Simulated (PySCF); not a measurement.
From results back to the method.

Compound: C3H7FSi.
Bonds: F1–C2, C2–Si3, Si3–C4, C4–C5, Si3–C5. Hydrogens: H6, H7 on C2; H8 on Si3; H9, H10 on C4; H11, H12 on C5.

The closed-shell ground state was solved 7 times with PySCF (density fitting, gas phase), always with PBE0, in these basis sets: 6-31G, aug-cc-pVDZ, cc-pVTZ, def2-SVP, def2-TZVP, pcSseg-0 and pcSseg-2. Isolated species at its PBE0-D3(BJ)/def2-SVP geometry (one conformer only).

| row | total energy (Eh) | HOMO (eV) | LUMO (eV) | dipole (D) |
| --- | --- | --- | --- | --- |
| P | -507.3457 | -6.82 | 1.19 | 1.61 |
| Q | -507.5449 | -6.78 | 0.72 | 1.39 |
| R | -507.1975 | -6.79 | 1.04 | 1.45 |
| S | -507.5513 | -6.79 | 0.57 | 1.45 |
| T | -507.5584 | -6.82 | 0.39 | 1.52 |
| U | -506.6052 | -7.20 | 1.03 | 1.89 |
| V | -507.4766 | -6.80 | 0.00 | 1.44 |

Which basis belongs to which row?

P = 6-31G, Q = cc-pVTZ, R = def2-SVP, S = def2-TZVP, T = pcSseg-2, U = pcSseg-0, V = aug-cc-pVDZ. From the lowest total energy up: pcSseg-2 (285 functions) 0 eV; def2-TZVP (203 functions) +0.19 eV; cc-pVTZ (252 functions) +0.37 eV; aug-cc-pVDZ (182 functions) +2.22 eV; 6-31G (63 functions) +5.79 eV; def2-SVP (109 functions) +9.82 eV; pcSseg-0 (63 functions) +25.94 eV.

Conformer computed: `[F:1][CH2:2][SiH:3]1[CH2:4][CH2:5]1`: F1–C2–Si3–C4 28°.
